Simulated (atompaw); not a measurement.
**How hard is this Cl PAW (atompaw) potential?**

| Quantity | Value |
| --- | --- |
| Element | Cl |
| Generator | atompaw 4.2.0.5 |
| Type | PAW |
| Functional | PBE |
| Relativity | non-relativistic |
| Frozen core | [Ne] |
| Valence charge | 7 |
| Reference configuration | 3s2 3p3 (charge +2) |
| Partial waves | 3s (bound): rc 1.35 bohr; 3s channel at -2.8 Ry: rc 1.35 bohr; 3p (bound): rc 1.35 bohr; 3p channel at -0.35 Ry: rc 1.25 bohr |
| Local potential | bessel scheme, radius 1.15 bohr |
| Core correction | smooth core density matched at 1.00 bohr |
| Augmentation charge | besselshape compensation charge, radius 1.10 bohr; PAW radius 1.35 bohr; waves and projectors: custom rrkj gramschmidtortho |

The pseudo-atom Hamiltonian at the reference potential is diagonalised in spherical Bessel functions j_l(qr) that vanish at 20 bohr, with q² up to the cutoff. All-electron valence levels (Ry): 3s -3.2869, 3p -2.3293.

Problem. How do the lowest levels (Ry) of each channel move with the cutoff, and are there ghosts?

Solution.

| cutoff (Ry) | s #1 | p #1 | p #2 | d #1 | d #2 | f #1 | f #2 | Σ f·Δε (mRy) |
| --- | --- | --- | --- | --- | --- | --- | --- | --- |
| 8 | -3.2667 | -2.1684 | -0.6579 | -0.7946 | -0.3377 | -0.2797 | -0.1613 | 523.5 |
| 12 | -3.2737 | -2.2836 | -0.6850 | -0.8378 | -0.3496 | -0.2801 | -0.1616 | 163.9 |
| 21 | -3.2860 | -2.3256 | -0.6934 | -0.8658 | -0.3575 | -0.2803 | -0.1618 | 13.5 |
| 30 | -3.2864 | -2.3285 | -0.6936 | -0.8697 | -0.3586 | -0.2803 | -0.1618 | 3.8 |
| 45 | -3.2868 | -2.3293 | -0.6936 | -0.8703 | -0.3588 | -0.2803 | -0.1618 | 0.7 |
| 55 | -3.2869 | -2.3293 | -0.6936 | -0.8703 | -0.3588 | -0.2803 | -0.1618 | 0.4 |
| 400 | -3.2870 | -2.3294 | -0.6936 | -0.8703 | -0.3588 | -0.2803 | -0.1618 | 0.0 |

Result: no extra level below or beside the all-electron valence levels (s, p, d, f tested); 10 mRy is reached at 25 Ry and 1 mRy at 45 Ry.
